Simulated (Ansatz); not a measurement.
Species: C₄H₇Cl₂, net charge 0, doublet state. It need not be the lowest isomer of its formula. 
Coordinates optimised at B3LYP-D3(BJ)/def2-TZVP (Ansatz, an electronic-structure program):
```xyz
13

C     -2.3795     0.6204     0.4787
C     -1.0468     0.2233     0.0467
C      0.0352     0.3705     1.1016
C      1.4299    -0.0173     0.6559
Cl     2.0258     1.0482    -0.6803
Cl    -1.1480    -1.6046    -0.4497
H     -3.1419     0.8525    -0.2503
H     -2.6736     0.5026     1.5130
H     -0.7544     0.6898    -0.8897
H     -0.2274    -0.2409     1.9700
H      0.0376     1.4144     1.4271
H      1.4624    -1.0333     0.2741
H      2.1423     0.0921     1.4688
```
Charge 0, spin multiplicity 2.

Dipole moments at this geometry, in debye (magnitudes).

```tsv
level	program	dipole (D)
PBE/def2-TZVPD	Ansatz	2.39
B3LYP/def2-TZVPD	Ansatz	[?]
PBE0/def2-TZVPD	Ansatz	2.49
BHLYP/def2-TZVPD	Ansatz	2.58
wB97M-V/def2-TZVPD	Ansatz	2.46
CCSD(T)/aug-cc-pV(D+d)Z	Ansatz	[?]
```

Q: Some entries are withheld; supply them.

A: 
- B3LYP/def2-TZVPD, dipole (D): 2.47
- CCSD(T)/aug-cc-pV(D+d)Z, dipole (D): 2.37
